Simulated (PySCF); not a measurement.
Electron correlation in Br (bromine, neutral)

[Ar] 3d10 4s2 4p5, 2P determinant. All numbers are calculated (PySCF 2.14, a scalar-relativistic core potential, in cc-pVDZ-PP with ECP10MDF (4s3p2d, 23 functions)). Frozen: 3s2 3p6 3d10; 7 electrons correlated.

MP2 pair energies summed by pair of shells (mhartree):

| pair | energy | share (%) |
| --- | --- | --- |
| 4p-4p | -60.84 | 65.6 |
| 4s-4p | -26.20 | 28.3 |
| 4s-4s | -5.63 | 6.1 |

Total MP2 correlation energy: -92.67 mhartree.

Same-spin part -23.73 and opposite-spin part -68.94 mhartree; SCS-MP2 scales them by 1/3 and 6/5 to -90.64 mhartree.

```tsv
level	correlation energy (mhartree)
CCSD	-106.60
(T)	-0.91
CCSD(T)	-107.51
```

Diagnostics: T1 = 0.0050, D1 = 0.0169, largest double amplitude 0.049.

Cost of the coupled-cluster step: 0.06 s of wall time on 1 thread of Intel(R) Xeon(R) 6975P-C (shared host), for 7 correlated electrons.

Iterations:

```
CC2 = 0
CCSD nocc = (np.int64(4), np.int64(3)), nmo = (14, 14)
frozen orbitals [[0, 1, 2, 3, 4, 5, 6, 7, 8], [0, 1, 2, 3, 4, 5, 6, 7, 8]]
max_cycle = 100
direct = 0
conv_tol = 1e-08
conv_tol_normt = 1e-06
diis_space = 8
diis_start_cycle = 0
Init t2, MP2 energy = -0.0926731932682758
Init E_corr(UCCSD) = -0.0926731932683173
cycle = 1  E_corr(UCCSD) = -0.103896510533577  dE = -0.0112233173  norm(t1,t2) = 0.0305006
cycle = 2  E_corr(UCCSD) = -0.105823627175591  dE = -0.00192711664  norm(t1,t2) = 0.0091274
cycle = 3  E_corr(UCCSD) = -0.106613969662453  dE = -0.000790342487  norm(t1,t2) = 0.00334311
cycle = 4  E_corr(UCCSD) = -0.106599799854226  dE = 1.41698082e-05  norm(t1,t2) = 0.000327449
cycle = 5  E_corr(UCCSD) = -0.106601791685365  dE = -1.99183114e-06  norm(t1,t2) = 9.29586e-05
cycle = 6  E_corr(UCCSD) = -0.106601473087351  dE = 3.18598014e-07  norm(t1,t2) = 1.99298e-05
cycle = 7  E_corr(UCCSD) = -0.106601554976438  dE = -8.18890868e-08  norm(t1,t2) = 2.87386e-06
cycle = 8  E_corr(UCCSD) = -0.106601539846804  dE = 1.51296343e-08  norm(t1,t2) = 4.16821e-07
cycle = 9  E_corr(UCCSD) = -0.106601540823543  dE = -9.76739675e-10  norm(t1,t2) = 6.37463e-08
UCCSD converged
E(UCCSD) = -415.5802762158646  E_corr = -0.1066015408235435
UCCSD(T) correction = -0.000905562970172092
```
